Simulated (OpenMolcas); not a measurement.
O²⁺: the spin-orbit constant, Slater's ratio, worked from levels

| Property | Result |
| --- | --- |
| Program | OpenMolcas 26.06 |
| Basis | ANO-RCC-VQZP [5s4p3d2f1g] |
| Scalar Hamiltonian | DKH2, point nucleus |
| Active space | 4 electrons in 4 orbitals (2s 2p) |
| State averaging | 2S+1 = 3 even, 6 roots; 2S+1 = 1 even, 11 roots; 2S+1 = 5 odd, 1 root; 2S+1 = 3 odd, 9 roots; 2S+1 = 1 odd, 8 roots |
| Spin-orbit coupling | state interaction with AMFI integrals over the reference wave functions, term energies averaged over their components |

Methods: CASSCF; MS-CASPT2, IPEA 0.25 Eh, imaginary shift 0.1 Eh (closed shells correlated: 1s).

**The spin-orbit constant.** For the Hund term 3P of p2, E(J) = (A/2) J(J+1) + constant and ζ = 2S·A = 2A. From J = 0 to J = 2 the energy changes by 3 A.

```tsv
Source	E(2) - E(0)	A	ζ
CASSCF	306.0	102.0	204
MS-CASPT2	307.0	102.3	205
```

All in cm-1. Both methods take the spin-orbit matrix elements from the reference wave functions, so the second can move ζ only through the term energies and any multistate remixing. Second-order mixing with other terms is absorbed into this ζ.

**Slater's ratio.** With one set of orbitals, p2 has 1D - 3P = 6 F2 and 1S - 1D = 9 F2 (F2 = F²/25), a ratio of 3/2. Term energies are centres of gravity, weighted by 2J + 1.

```tsv
Source	1D - 3P	1S - 3P	F2 from the first	Ratio
CASSCF	22471	40352	3745	0.796
MS-CASPT2	20025	42235	3338	1.109
```

Energies in cm-1. A ratio away from 3/2 shows effects beyond one configuration with one set of orbitals, and in heavier atoms second-order spin-orbit shifts. In CASSCF the valence s occupation is 1.87 in 1S against 1.96 in 1D: mixing out of s² acts most on 1S and pulls it down.

CASPT2 does not keep the components of a term degenerate, so their means are used; among the terms shown or strongly mixed into the levels shown the widest spread is 39 cm-1 (2s2 2p2 1D, MS-CASPT2). Only configurations of the active space appear.
